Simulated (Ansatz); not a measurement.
ClIn, charge -1, doublet, geometry from GFN2-xTB (such geometries of metal compounds can be far from the true shape) (a state made from the parent by changing its charge; the spin is typed, not shown lowest) (core potentials on In) (a gas-phase anion, which may not be bound at this level). Base run: PBE0/def2-SV(P) run with Ansatz (a first-principles code).

The Ansatz input:
Ansatz 0.2 input:
```yaml
crystal:
  periodic: [false, false, false]
  atoms:
    - {symbol: In, position_ang: [-0.00000000, -0.00000000, -0.68950739]}
    - {symbol: Cl, position_ang: [0.00000000, 0.00000000, 1.98740366]}
basis:
  gaussian:
    orbitals: def2-SV_P_.json
hamiltonian:
  xc: pbe0
total_charge: -1
magnetization: {spin_polarized: true, initial_magnetization: 1}
```
The basis file holds def2-SV(P) in the JSON format of the Basis Set Exchange.

Variants of this job, named by their change:

```json
[
 {"change": "base", "ΔE vs base (kcal/mol)": "0.000"},
 {"change": "lower_state_search = full", "ΔE vs base (kcal/mol)": "0.000"},
 {"change": "final_grid = 14, 28, 59", "ΔE vs base (kcal/mol)": "0.000"},
 {"change": "final_grid = 10, 20, 41", "ΔE vs base (kcal/mol)": "0.000"},
 {"change": "forces = on", "ΔE vs base (kcal/mol)": "0.000"},
 {"change": "point_charge = charge:1.0 position_ang:1.8065, -1.1053, -3.1375", "ΔE vs base (kcal/mol)": "-107.9"},
 {"change": "lower_state_search = off", "ΔE vs base (kcal/mol)": "0.000"},
 {"change": "final_grid = 4, 8, 17", "ΔE vs base (kcal/mol)": "-0.024"},
 {"change": "point_charge = charge:-1.0 position_ang:-4.3129, -0.3145, 0.9984", "ΔE vs base (kcal/mol)": "65.7"},
 {"change": "point_charge = charge:0.5 position_ang:-1.6368, -3.9291, -0.1911", "ΔE vs base (kcal/mol)": "-40.72"},
 {"change": "nuclear_model = gaussian", "ΔE vs base (kcal/mol)": "0.254"}
]
```

A gas-phase anion may not be bound at this level; its values then depend on the basis.
